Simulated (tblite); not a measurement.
Species: C₃H₁₂Si₃.
SMILES with atom numbers: `[SiH3:1][SiH2:2][SiH2:3][CH:4]1[CH2:5][CH2:6]1` (hydrogens: H7, H8, H9 on Si1; H10, H11 on Si2; H12, H13 on Si3; H14 on C4; H15, H16 on C5; H17, H18 on C6)

Computed with GFN2-xTB (tblite), gas phase: Langevin dynamics at 300 K from the optimised GFN2-xTB geometry, time step 0.5 fs, friction 0.01 fs⁻¹, 2000 steps.

Start geometry:
```
atom  x, y, z in Å
Si1     2.848   -0.776   -0.006
Si2     1.395    0.885    0.697
Si3    -0.333    1.432   -0.752
C4     -1.751    0.191   -0.651
C5     -2.264   -0.262    0.686
C6     -1.509   -1.215   -0.179
H7      3.757   -0.298   -1.051
H8      2.131   -1.922   -0.578
H9      3.692   -1.319    1.061
H10     0.851    0.520    2.018
H11     2.163    2.107    0.993
H12     0.121    1.428   -2.153
H13    -0.929    2.758   -0.528
H14    -2.509    0.287   -1.421
H15    -1.780    0.112    1.576
H16    -3.328   -0.409    0.809
H17    -2.053   -2.018   -0.655
H18    -0.510   -1.496    0.123
```

The statistics below take the 31 frames saved every 25 fs from 250 to 1000 fs; their kinetic temperature (all 3N coordinates) averages 288 K.

Task: How do the bond lengths spread?

Result: 
| bond | start (Å) | mean (Å) | standard deviation (Å) | shortest (Å) | longest (Å) |
| --- | --- | --- | --- | --- | --- |
| Si1–Si2 | 2.316 | 2.325 | 0.040 | 2.253 | 2.410 |
| Si2–Si3 | 2.320 | 2.337 | 0.053 | 2.244 | 2.466 |
| Si3–C4 | 1.887 | 1.888 | 0.029 | 1.815 | 1.933 |
| C4–C5 | 1.502 | 1.518 | 0.029 | 1.458 | 1.564 |
| C5–C6 | 1.492 | 1.503 | 0.025 | 1.447 | 1.571 |
| C4–C6 | 1.503 | 1.513 | 0.023 | 1.463 | 1.562 |
| Si1–H7 | 1.465 | 1.474 | 0.026 | 1.428 | 1.550 |
| Si1–H8 | 1.467 | 1.471 | 0.030 | 1.415 | 1.537 |
| Si1–H9 | 1.465 | 1.470 | 0.031 | 1.417 | 1.539 |
| Si2–H10 | 1.475 | 1.488 | 0.048 | 1.394 | 1.581 |
| Si2–H11 | 1.473 | 1.487 | 0.048 | 1.402 | 1.569 |
| Si3–H12 | 1.473 | 1.487 | 0.054 | 1.395 | 1.563 |
| Si3–H13 | 1.472 | 1.485 | 0.046 | 1.393 | 1.575 |
| C4–H14 | 1.085 | 1.086 | 0.026 | 1.043 | 1.160 |
| C5–H15 | 1.080 | 1.084 | 0.029 | 1.022 | 1.159 |
| C5–H16 | 1.080 | 1.084 | 0.028 | 1.038 | 1.128 |
| C6–H17 | 1.081 | 1.085 | 0.027 | 1.040 | 1.142 |
| C6–H18 | 1.081 | 1.083 | 0.018 | 1.045 | 1.128 |

Task: Give the same statistics for bond angles, one of each kind among heavy atoms.

Result: 
```csv
angle,start (°),mean (°),standard deviation (°),smallest (°),largest (°)
Si1–Si2–Si3,116.5,120.1,5.3,108.9,130.1
Si2–Si3–C4,111.8,114.1,3.7,105.7,120.9
Si3–C4–C5,120.2,120.5,6.0,108.6,130.7
Si3–C4–C6,120.7,120.6,5.6,107.5,133.4
C5–C4–C6,59.5,59.4,1.6,56.5,63.8
C4–C5–C6,60.2,60.1,1.2,57.6,62.5
```

Task: How far does each atom move about its mean position (frames aligned on the start, all atoms weighted alike), and what rms force does it feel?

Result: 
```tsv
atom	rms displacement (Å)	rms force (eV/Å)
Si1	0.33	0.99
Si2	0.25	1.27
Si3	0.22	1.49
C4	0.12	1.66
C5	0.25	1.78
C6	0.25	1.69
H7	0.83	0.50
H8	0.77	0.60
H9	0.66	0.64
H10	0.74	0.78
H11	0.75	0.79
H12	0.55	0.93
H13	0.48	0.79
H14	0.23	0.89
H15	0.35	1.05
H16	0.40	1.04
H17	0.34	1.02
H18	0.42	0.77
```

The displacements run from 0.12 to 0.83 Å, the largest at H7.

Task: Follow the torsions Si1–Si2–Si3–C4 and Si2–Si3–C4–C5 through every second one of these frames.

Result: 
| t (fs) | Si1–Si2–Si3–C4 (°) | Si2–Si3–C4–C5 (°) |
| --- | --- | --- |
| 250 | 65 | 41 |
| 300 | 64 | 31 |
| 350 | 62 | 32 |
| 400 | 68 | 22 |
| 450 | 77 | 14 |
| 500 | 72 | 23 |
| 550 | 79 | 11 |
| 600 | 76 | 6 |
| 650 | 71 | 14 |
| 700 | 53 | 19 |
| 750 | 34 | 24 |
| 800 | -2 | 37 |
| 850 | 3 | 31 |
| 900 | 4 | 25 |
| 950 | 8 | 27 |
| 1000 | 13 | 20 |

Largest departure from the start value over all these frames: Si1–Si2–Si3–C4 82° (start 80°), Si2–Si3–C4–C5 40° (start 46°).

Task: How widely does the potential energy scatter, against a harmonic estimate?

Result: Mean 0.58 eV above the start, standard deviation 0.136 eV, range 0.38 to 0.91 eV. For 48 classical harmonic modes at 300 K the canonical values are 48kT/2 = 0.62 eV and kT·√(48/2) = 0.127 eV.

The run is classical and short, so these are rough statistics of one trajectory.

The cost below is that of the whole dynamics run. On an Arm Neoverse N1 with one thread, no GPU (shared host), this took 27 s wall and 0.18 GiB of memory at its peak.
